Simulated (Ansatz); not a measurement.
The same ligand exchange along the group Ti, Zr, Hf.

Gas-phase electronic energies from Ansatz, PBE0-D4/def2-TZVP geometries. CCSD(T)/CBS adds triple-zeta CCSD(T) − MP2 to the extrapolated MP2 energy (def2 sets, frozen cores). This one scheme is used for every species. Functionals use def2-TZVPP. Elements past krypton have def2 core potentials. For Hf, Ti, Zr outer-core shells are correlated without core-valence functions, which leaves a few kJ/mol of doubt a bond. Scalar relativity is left out up to krypton.

| reaction | ωB97M-V (eV) |
| --- | --- |
| `C#[C][Ti]([Cl])([Cl])[Cl]` + H–F → `[F][Ti]([Cl])([Cl])[Cl]` + acetylene | -1.54 |
| `C#[C][Zr]([Cl])([Cl])[Cl]` + H–F → `[F][Zr]([Cl])([Cl])[Cl]` + acetylene | -1.62 |
| `C#[C][Hf]([Cl])([Cl])[Cl]` + H–F → `[F][Hf]([Cl])([Cl])[Cl]` + acetylene | -1.60 |

Problem. Give the CCSD(T)/CBS values in the same order. (Estimate.)

Solution. Computed: -1.34, -1.48, -1.46 eV.

Largest T1 diagnostic: 0.024, for `[F][Ti]([Cl])([Cl])[Cl]`.
